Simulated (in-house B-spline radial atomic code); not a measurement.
Mn²⁺. Computed with a B-spline radial atomic code. Model: non-relativistic spherical atom: semilocal Troullier-Martins pseudo-atom, one channel per l, against all electrons, high spin, G0W0 and RPA with empty states to l = 8, local potential for every l without a channel, a model core (radius 0 = none) keeps its share of the functional.

What the tables leave out is listed at the end.

The pseudopotential gives back the lowest level of each angular momentum of its own functional in the configuration it was made in; a second state of the same l is only approximately right. Exact exchange, RPA and GW see the smooth pseudo-orbitals and miss the exchange with the core, for which the functional's share stands in. The column with an uncorrelated core keeps all orbitals and exact exchange, and so separates missing core correlation from pseudisation. Only the three outermost levels and the lowest empty one were computed. RPA here is direct RPA, with no exchange kernel, and its energies carry an (l + 1/2)⁻⁴ tail. A hybrid on a potential with a model core restores only its own semilocal share of the core's exchange.

Command:
```bash
python run_psgw.py task.json out
```
Settings (lengths in bohr, energies in hartree):
```
Z                      25
electrons              23
configuration          [Ar] 3d5
generated_in           [Ar] 3d5
functional             lda,vwn
core_shells            4
radius_factor          1.15
core_correction        False
```

Time taken, with all properties: 31 s on 1 thread of Arm Neoverse N1 (shared host).

Given: made with LDA VWN5; model core radius 0 bohr; local radius 1.132 bohr; mean-field start PBE0.

Valence shells of the generating configuration: 3p, 3d.

Channel: s 2.614, p 0.87, d 2.609 (radii in bohr).

Computed: largest level miss in the spin-unpolarised generating configuration 0 eV; valence RPA correlation energy all-electron orbitals -0.61693 hartree; valence RPA correlation energy pseudo -0.71736 hartree; pseudo-atom RPA polarisability 3.266 bohr³.

```
        level  occupied  mean-field all-electron (eV)  mean-field pseudo minus all (eV)  G0W0 all-electron (eV)  G0W0 uncorrelated core minus all (eV)  G0W0 pseudo minus all (eV)  exchange self-energy all-electron (eV)  exchange self-energy pseudo (eV)
        3d up         1                       -28.448                            -0.345                 -33.995                                  0.105                       0.525                                 -40.615                           -31.691
      3p down         1                       -71.233                             0.346                  -76.86                                 -0.561                       0.856                                 -43.863                           -32.742
4s up (empty)         0                       -18.474                             -0.59                 -15.632                                 -0.033                      -1.408                                 -3.4374                           -4.7917
```

Problem. What is the all-electron RPA polarisability, core included?

Solution. 3.0174 bohr³.

Given: mean-field start Hartree-Fock.

Computed: valence RPA correlation energy pseudo -0.64675 hartree; all-electron RPA polarisability, core included 2.103 bohr³; pseudo-atom RPA polarisability 2.5613 bohr³.

```json
{"level": "3d up", "occupied": "1", "mean-field all-electron (eV)": "-35.059", "mean-field pseudo minus all (eV)": "0.989", "G0W0 all-electron (eV)": "-34.462", "G0W0 uncorrelated core minus all (eV)": "0.104", "G0W0 pseudo minus all (eV)": "0.269", "exchange self-energy all-electron (eV)": "-41.093", "exchange self-energy pseudo (eV)": "-31.761"}
{"level": "3p down", "occupied": "1", "mean-field all-electron (eV)": "-78.162", "mean-field pseudo minus all (eV)": "2.07", "G0W0 all-electron (eV)": "-77.373", "G0W0 uncorrelated core minus all (eV)": "-0.475", "G0W0 pseudo minus all (eV)": "0.364", "exchange self-energy all-electron (eV)": "-43.492", "exchange self-energy pseudo (eV)": "-32.607"}
{"level": "4s up (empty)", "occupied": "0", "mean-field all-electron (eV)": "-14.582", "mean-field pseudo minus all (eV)": "-1.966", "G0W0 all-electron (eV)": "-15.315", "G0W0 uncorrelated core minus all (eV)": "-0.019", "G0W0 pseudo minus all (eV)": "-1.68", "exchange self-energy all-electron (eV)": "-2.4914", "exchange self-energy pseudo (eV)": "-5.2064"}
```

Problem. What is the valence RPA correlation energy all-electron orbitals?

Solution. -0.5405 hartree.

Among the listed levels the largest G0W0 shift of the pseudo-atom is -1.68 eV, for 4s up (empty) on the Hartree-Fock start, while leaving the core uncorrelated moves that level by -0.02 eV. So pseudisation and the lost core exchange, not the missing core correlation, make the error. Not in the tables (levels of low weight, unsolved or above zero; the highest and the empty levels are kept at any weight): on LDA, a start not tabulated, the G0W0 levels 3d up (pseudo minus all +1.06 eV, weights 0.53 and 0.86), 3p down (pseudo minus all +1.53 eV, weights 0.38 and 0.83), 3p up (pseudo minus all -1.31 eV, weights 0.05 and 0.13), 3d down (pseudo minus all -0.03 eV, weights 0.43 and 0.67); on PBE0 the G0W0 levels 3p up (pseudo minus all +0.65 eV, weights 0.44 and 0.40); on Hartree-Fock the G0W0 levels 3p up (pseudo minus all +0.93 eV, weights 0.34 and 0.37).
